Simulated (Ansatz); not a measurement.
`C[SiH2][SiH](O)F` + CH₃NH₂ → `CNC` + `O[SiH](F)[SiH3]`  (substitution at a C–Si bond)

Gas-phase electronic energies from Ansatz, PBE0-D4/def2-TZVP geometries. CCSD(T)/CBS adds triple-zeta CCSD(T) − MP2 to the extrapolated MP2 energy (def2 sets, frozen cores). Functionals use def2-TZVPP. One conformer a species, not always the lowest.

```json
{"level": "r2SCAN-D4", "ΔE (kcal/mol)": "16.2", "difference from CCSD(T)/CBS": "0.0"}
{"level": "B97M-V", "ΔE (kcal/mol)": "16.0", "difference from CCSD(T)/CBS": "-0.2"}
{"level": "PBE", "ΔE (kcal/mol)": "15.3", "difference from CCSD(T)/CBS": "-0.9"}
{"level": "BLYP", "ΔE (kcal/mol)": "14.7", "difference from CCSD(T)/CBS": "-1.5"}
{"level": "RPA@PBE/def2-TZVPP", "ΔE (kcal/mol)": "14.2", "difference from CCSD(T)/CBS": "-2.0"}
{"level": "HF/def2-SVP", "ΔE (kcal/mol)": "12.0", "difference from CCSD(T)/CBS": "-4.2"}
{"level": "MP2/def2-SVP", "ΔE (kcal/mol)": "13.0", "difference from CCSD(T)/CBS": "-3.2"}
{"level": "CCSD(T)/def2-SVP", "ΔE (kcal/mol)": "11.7", "difference from CCSD(T)/CBS": "-4.5"}
{"level": "MP2/def2-TZVPP", "ΔE (kcal/mol)": "16.4", "difference from CCSD(T)/CBS": "0.2"}
{"level": "SCS-MP2/def2-QZVPP", "ΔE (kcal/mol)": "15.8", "difference from CCSD(T)/CBS": "-0.4"}
{"level": "CCSD(T)/CBS", "ΔE (kcal/mol)": "16.2", "difference from CCSD(T)/CBS": "0"}
```

Largest T1 diagnostic among the species: 0.013.

Leaving LDA and LC-ωPBE aside and taking each functional with its dispersion term where it has one, the values, not all of them listed here, spread over 1.2 kcal/mol, from CAM-B3LYP-D4 to r2SCAN0-D4. LDA lies −1.3 kcal/mol from PBE without D4. At CCSD(T), def2-SVP lies −4.5 kcal/mol from the extrapolated value and def2-TZVPP −0.7 kcal/mol.
